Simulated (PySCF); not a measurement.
Start geometry of `[BH3-]CC=C` from GFN2-xTB (Å):
```
atom  x, y, z in Å
B1     1.4631   -0.4724   -0.5138
C2     0.4661    0.6197    0.3017
C3    -0.9388    0.3677   -0.0045
C4    -1.8395   -0.2026    0.7932
H5     2.6211   -0.2052   -0.2289
H6     1.3064   -0.3594   -1.7192
H7     1.2072   -1.6120   -0.1691
H8     0.7528    1.6228   -0.0297
H9     0.6474    0.5455    1.3781
H10   -1.2446    0.6274   -1.0158
H11   -1.5946   -0.4981    1.8028
H12   -2.8455   -0.4341    0.4672
```

Problem. What comes out of this run: PBE0-D3(BJ)/def2-SVP geometry optimisation, gas phase in PySCF 2.14.0?

Solution. 
```
atom  x, y, z in Å
B1     1.3558   -0.2982   -0.4626
C2     0.3383    0.6883    0.4145
C3    -1.0876    0.4439    0.1135
C4    -2.0434   -0.0350    0.9264
H5     2.5416    0.0189   -0.2201
H6     1.1376   -0.1466   -1.6872
H7     1.1717   -1.4952   -0.1602
H8     0.5854    1.7327    0.1360
H9     0.5175    0.5890    1.5022
H10   -1.3706    0.6336   -0.9343
H11   -1.8300   -0.2688    1.9767
H12   -3.0569   -0.2460    0.5673
```

The energy falls by 1.6 kcal/mol over 7 energy and gradient evaluations, the largest force component goes from 0.0116 to 2.3e-04 Eh/bohr, and the atoms move by 0.102 Å rms after alignment. The bond that changes most is B1–H6 (four-coordinate boron to B–H hydrogen), which lengthens by 0.032 Å. Bonds longer at the end by more than 0.005 Å: 10 of 11; shorter: 1. Rotational constants go from 19064, 4270, 4102 to 20457, 4050, 3933 MHz. The orientation of the end geometry is arbitrary; only internal coordinates are fixed.

The run used 96 basis functions and 44 SCF cycles in all.

No frequency check. The geometry's basis has no diffuse functions, a weakness for an anion.

One conformer stands for the species.
